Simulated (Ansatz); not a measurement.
C2H10GeSi can be A, `C[SiH](C)[GeH3]`, or B, `[SiH3]C[CH2][GeH3]`.

Gas-phase electronic energies from Ansatz, PBE0-D4/def2-TZVP geometries. CCSD(T)/CBS adds triple-zeta CCSD(T) − MP2 to the extrapolated MP2 energy (def2 sets, frozen cores). Functionals use def2-TZVPP. B3LYP here is the variant with VWN-RPA as its local correlation; programs differ in this. For Ge outer-core shells are correlated without core-valence functions, which leaves a few kJ/mol of doubt a bond. Scalar relativity is left out up to krypton. One conformer a species, not always the lowest.

A:

```xyz
14

C     1.096   -0.332    1.484
Si   -0.252    0.355    0.376
C    -1.646   -0.882    0.164
Ge    0.656    0.929   -1.750
H     1.900    0.394    1.624
H     0.694   -0.586    2.468
H     1.531   -1.237    1.052
H    -0.797    1.604    0.986
H    -2.080   -1.143    1.132
H    -2.441   -0.476   -0.466
H    -1.282   -1.801   -0.303
H    -0.417    1.505   -2.694
H     1.259   -0.309   -2.444
H     1.779    1.977   -1.628
```

B:

```xyz
14

Si   -0.680    0.816    2.053
C     0.093    0.691    0.345
C    -0.110   -0.684   -0.294
Ge    0.689   -0.822   -2.081
H    -0.084   -0.206    2.957
H    -0.465    2.163    2.649
H    -2.145    0.562    1.967
H     1.160    0.924    0.432
H    -0.336    1.478   -0.285
H    -1.175   -0.917   -0.385
H     0.325   -1.471    0.330
H     2.203   -0.550   -1.991
H     0.060    0.233   -3.010
H     0.467   -2.219   -2.689
```

Problem. Which is lower in electronic energy at CCSD(T)/CBS, and by how much? (An estimate is asked.)

Solution. The calculation gave: A, by 20.6 kcal/mol.

Problem. Give E(B) − E(A) in kcal/mol with B2PLYP, PBE0-D4, ωB97M-V, CCSD(T)/def2-TZVPP, PBE-D4, HF/def2-TZVPP, B3LYP. (An estimate is asked.)

Solution. Ansatz gave: B2PLYP 20.9, PBE0-D4 22.9, ωB97M-V 21.2, CCSD(T)/def2-TZVPP 19.9, PBE-D4 23.2, HF/def2-TZVPP 18.7, B3LYP 21.6. None reverses the order clearly.

Largest T1 diagnostic: 0.011.

In def2-TZVPP, CCSD(T) changes the Hartree–Fock value by +1.2 kcal/mol (the triples alone add +0.1 kcal/mol) and MP2 by +1.0 kcal/mol.
